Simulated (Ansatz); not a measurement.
Mulliken charges of CH5FOSeSi, SMILES `C[Se][SiH](O)F` from ωB97M-V/def2-TZVPP in Ansatz (PBE0-D4/def2-TZVP geometry).

```json
{"atom": "C1", "x (Å)": "-1.678", "y (Å)": "-0.227", "z (Å)": "0.448", "charge (e)": "-0.426"}
{"atom": "Se2", "x (Å)": "-0.729", "y (Å)": "1.346", "z (Å)": "-0.243", "charge (e)": "-0.118"}
{"atom": "Si3", "x (Å)": "1.328", "y (Å)": "0.451", "z (Å)": "-0.026", "charge (e)": "0.599"}
{"atom": "O4", "x (Å)": "1.528", "y (Å)": "-0.903", "z (Å)": "-0.912", "charge (e)": "-0.362"}
{"atom": "F5", "x (Å)": "2.327", "y (Å)": "1.599", "z (Å)": "-0.501", "charge (e)": "-0.299"}
{"atom": "H6", "x (Å)": "-1.475", "y (Å)": "-1.097", "z (Å)": "-0.172", "charge (e)": "0.152"}
{"atom": "H7", "x (Å)": "-1.391", "y (Å)": "-0.416", "z (Å)": "1.480", "charge (e)": "0.159"}
{"atom": "H8", "x (Å)": "-2.738", "y (Å)": "0.016", "z (Å)": "0.404", "charge (e)": "0.151"}
{"atom": "H9", "x (Å)": "1.667", "y (Å)": "0.057", "z (Å)": "1.354", "charge (e)": "-0.042"}
{"atom": "H10", "x (Å)": "1.244", "y (Å)": "-0.877", "z (Å)": "-1.829", "charge (e)": "0.186"}
```

By hand: the dipole of these point charges (1 e Å = 4.8032 D).

Σ q r = (-0.350, -0.339, 0.175) e Å, of length 0.518 e Å = 2.49 D.

How does the dipole of the full density compare? (Best estimate.)

Ansatz gave: (-0.344, -0.325, -0.054) e Å, 2.29 D; the point charges give 1.09 times that, at 26° from its direction.

Point charges leave out the atoms' own dipoles, such as those of lone pairs, and Mulliken's split depends on the basis, so the two needn't agree.
